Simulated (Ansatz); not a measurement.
System: sum formula GeHF$_{3}$, net charge 0, singlet state. SMILES: [F][GeH]([F])[F]
Geometry: optimised at B3LYP-D3(BJ)/def2-TZVP (Ansatz, a first-principles code).

Property: vertical ionisation energy (to the doublet state of charge +1; each state is the SCF solution reached for its spin; the molecule has degenerate orbitals, so one determinant may break the symmetry), in eV. Cores are frozen in the correlated levels unless marked. Open shells are spin-unrestricted. Spin-orbit coupling is left out. Frozen are the shells of the preceding noble gas and the d and f shells that filled before the atom's block. No relativistic terms. Basis-set limits of correlation are two-point, X^-3; Hartree-Fock from the larger set.

```tsv
level	program	vertical ionisation energy (eV)
r2SCAN/def2-TZVPD	Ansatz	13.55
PBE0/def2-TZVPD	Ansatz	[?]
wB97X-V/def2-TZVPD	Ansatz	14.30
B2PLYP/def2-TZVPD	Ansatz	14.13
SCS-MP2/aug-cc-pVDZ	Ansatz	14.64
SCS-MP2/aug-cc-pVQZ	Ansatz	14.82
CCSD/aug-cc-pVDZ	Ansatz	[?]
CCSD/aug-cc-pVTZ	Ansatz	14.75
CCSD/aug-cc-pVQZ	Ansatz	[?]
CCSD(T)/CBS(aug-cc-pVTZ,aug-cc-pVQZ)	Ansatz	[?]
```

**Question.** Fill in the missing entries.

**Answer.** 
- PBE0/def2-TZVPD, vertical ionisation energy (eV): 13.95
- CCSD/aug-cc-pVDZ, vertical ionisation energy (eV): 14.65
- CCSD/aug-cc-pVQZ, vertical ionisation energy (eV): 14.81
- CCSD(T)/CBS(aug-cc-pVTZ,aug-cc-pVQZ), vertical ionisation energy (eV): 14.69
